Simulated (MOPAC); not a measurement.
Input file for MOPAC: PM7 on BH3S (SMILES BS), a point of a torsion scan.

```
PM7 1SCF PRECISE CHARGE=0 THREADS=1
BH3S

B     -0.57916649 1    -0.02093600 1     0.00486457 1
S      1.11637569 1    -0.53960450 1     0.46083902 1
H     -1.36008427 1    -0.83826143 1    -0.28870163 1
H     -0.87205258 1     1.10501587 1     0.10788372 1
H      1.53546323 1    -0.45986904 1    -0.79628593 1
```

It printed:

```
*******************************************************************************
 **                                                                           **
 **                              MOPAC v23.2.5                                **
 **                                                                           **
 *******************************************************************************
 ** MOPAC's Digital Object Identifier: https://doi.org/10.5281/zenodo.6511958 **
 **                                                                           **
 ** Please cite the open-source release paper for use of this MOPAC version:  **
 ** J. E. Moussa and J. J. P. Stewart (2026)                                  **
 ** MOPAC: An open-source semiempirical molecular orbital program             **
 ** J. Open Source Softw., 11(119), 8025, https://doi.org/10.21105/joss.08025 **
 *******************************************************************************

                              PM7 CALCULATION RESULTS

 *******************************************************************************
 *  PM7        - The PM7 Hamiltonian to be used
 *
 *
 *
 *                 CHARGE ON SYSTEM = 0
 *
 *
 *
 *  PRECISE    - TIGHTER CRITERIA TO BE USED
 *  1SCF       - DO 1 SCF AND THEN STOP
 *  THREADS=1  - MULTI-THREADING NOT USED
 *  T=         - A TIME OF 172800.0 SECONDS REQUESTED
 *  DUMP=N     - RESTART FILE WRITTEN EVERY 7200.0 SECONDS REQUESTED
 *******************************************************************************
PM7 1SCF PRECISE CHARGE=0 THREADS=1
 BH3S

   ATOM   CHEMICAL          X               Y               Z
  NUMBER   SYMBOL      (ANGSTROMS)     (ANGSTROMS)     (ANGSTROMS)

     1       B         -0.57916649  *  -0.02093600  *   0.00486457  *
     2       S          1.11637569  *  -0.53960450  *   0.46083902  *
     3       H         -1.36008427  *  -0.83826143  *  -0.28870163  *
     4       H         -0.87205258  *   1.10501587  *   0.10788372  *
     5       H          1.53546323  *  -0.45986904  *  -0.79628593  *



          CARTESIAN COORDINATES

    NO.       ATOM           X           Y           Z

     1         B         -0.5792     -0.0209      0.0049
     2         S          1.1164     -0.5396      0.4608
     3         H         -1.3601     -0.8383     -0.2887
     4         H         -0.8721      1.1050      0.1079
     5         H          1.5355     -0.4599     -0.7963

 General Reference for PM7:
 "Optimization of Parameters for Semiempirical Methods VI: More Modifications to the
 NDDO Approximations and Re-optimization of Parameters", J. J. P. Stewart, J. Mol. Mod., 1:32, 19 (2013)
 https://link.springer.com/article/10.1007/s00894-012-1667-x

           Empirical Formula: H3 B S  =     5 atoms



      MOLECULAR POINT GROUP   :   C1


      RHF CALCULATION, NO. OF DOUBLY OCCUPIED LEVELS = 6


 -------------------------------------------------------------------------------
 PM7 1SCF PRECISE CHARGE=0 THREADS=1
 BH3S



     1SCF WAS SPECIFIED, SO BFGS WAS NOT USED
     SCF FIELD WAS ACHIEVED


                              PM7 CALCULATION
                                                       MOPAC v23.2.5 Linux




          FINAL HEAT OF FORMATION =         15.80088 KCAL/MOL =      66.11087 KJ/MOL


          COSMO AREA              =         83.08 SQUARE ANGSTROMS
          COSMO VOLUME            =         66.37 CUBIC ANGSTROMS

          IONIZATION POTENTIAL    =          9.009685 EV
          HOMO LUMO ENERGIES (EV) =         -9.010 -1.347
          NO. OF FILLED LEVELS    =          6
          MOLECULAR WEIGHT        =         45.8937         POINT GROUP:  C1

          MOLECULAR DIMENSIONS (Angstroms)

            Atom       Atom       Distance
            H     5    H     4     3.01040
            H     3    S     2     2.05510
            S     2    H     5     1.04685


          SCF CALCULATIONS        =          1





   ATOM   CHEMICAL          X               Y               Z
  NUMBER   SYMBOL      (ANGSTROMS)     (ANGSTROMS)     (ANGSTROMS)

     1       B         -0.57916649  *  -0.02093600  *   0.00486457  *
     2       S          1.11637569  *  -0.53960450  *   0.46083902  *
     3       H         -1.36008427  *  -0.83826143  *  -0.28870163  *
     4       H         -0.87205258  *   1.10501587  *   0.10788372  *
     5       H          1.53546323  *  -0.45986904  *  -0.79628593  *

                             CARTESIAN COORDINATES

   1    B       -0.579166490    -0.020936000     0.004864570
   2    S        1.116375690    -0.539604500     0.460839020
   3    H       -1.360084270    -0.838261430    -0.288701630
   4    H       -0.872052580     1.105015870     0.107883720
   5    H        1.535463230    -0.459869040    -0.796285930


           Empirical Formula: H3 B S  =     5 atoms



      MOLECULAR POINT GROUP   :   C1


                  EIGENVALUES
 -26.69040 -15.79748 -13.23992 -13.07721 -10.90171  -9.00968  -1.34744  -0.62020
  -0.14489   0.06424   0.07536   0.13912   1.14561   3.18379   3.49231   5.46185


              NET ATOMIC CHARGES AND DIPOLE CONTRIBUTIONS

  ATOM NO.   TYPE          CHARGE      No. of ELECS.   s-Pop       p-Pop       d-Pop
    1          B           0.109733        2.8903     0.79613     2.09414
    2          S          -0.379269        6.3793     1.88538     4.37469     0.11920
    3          H           0.040763        0.9592     0.95924
    4          H           0.041785        0.9582     0.95821
    5          H           0.186988        0.8130     0.81301
 DIPOLE           X         Y         Z       TOTAL
 POINT-CHG.    -1.401     0.617    -1.587     2.205
 HYBRID         0.389    -0.096    -0.129     0.421
 SUM           -1.012     0.521    -1.716     2.059


          ATOMIC ORBITAL ELECTRON POPULATIONS

     Atom    s        px        py        pz      x^2-y^2     xz        z^2       yz        xy
    1  B   0.79613   0.86403   1.10159   0.12852
    2  S   1.88538   1.24360   1.92690   1.20420   0.01870   0.02524   0.05657   0.00613   0.01256
    3  H   0.95924
    4  H   0.95821
    5  H   0.81301

 **********************
 *                    *
 * JOB ENDED NORMALLY *
 *                    *
 **********************




 == MOPAC DONE ==
```

The run finished.

Cost: about 0.04 core-seconds (a rough figure).
